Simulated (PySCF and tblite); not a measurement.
C4H5FO2, numbered as in [CH3:1][O:2][C:3](=[O:4])/[CH:5]=[CH:6]/[F:7].

Conformers came from 90 starts (ETKDG, MMFF94s, GFN2-xTB); geometries are GFN2-xTB. Weights use TPSS-D3(BJ)/def2-TZVP energies plus GFN2-xTB zero-point and thermal terms (modes under about 100 cm⁻¹ blended into free rotors). Symmetry numbers and mirror images are counted. Conformers within 2.5 kcal/mol (GFN2-xTB free energy) were kept, 6 at most. Couplings: B3LYP/6-31G* with pcJ-1 on H, F (gas phase; spin-dipole term only for pairs with B, N, F, Si or P). Couplings are for ¹⁹F, ¹H. H–H couplings come out 0.1 to 0.9 Hz lower than with pcJ-1 on all atoms. Codes: tblite and PySCF.

Torsions listed: C1–O2–C3–O4, O2–C3–C5–C6.

| conformer | shape | weight % |
| --- | --- | --- |
| 1 | 0°, 180° | 62.2 |
| 2 | 0°, 0° | 37.8 |

Task: Give the couplings in each conformer and the averages at 298.15 K (pairs that fast motion interchanges averaged).

Result: 
| coupling | pairs | 1 | 2 | average (Hz) |
| --- | --- | --- | --- | --- |
| ³J(H5,F7) | 1 | 14.1 | 15.0 | 14.4 |
| ²J(H6,F7) | 1 | 86.5 | 87.0 | 86.7 |
| ²J(H1,H1) | 3 | -11.8 | -11.7 | -11.7 |
| ³J(H5,H6) | 1 | 11.2 | 11.3 | 11.2 |

The minima are those of GFN2-xTB; planar forms about aryl–S or allylic bonds may be saddles in DFT.

Computed couplings to fluorine can be off by tens of per cent at such levels.
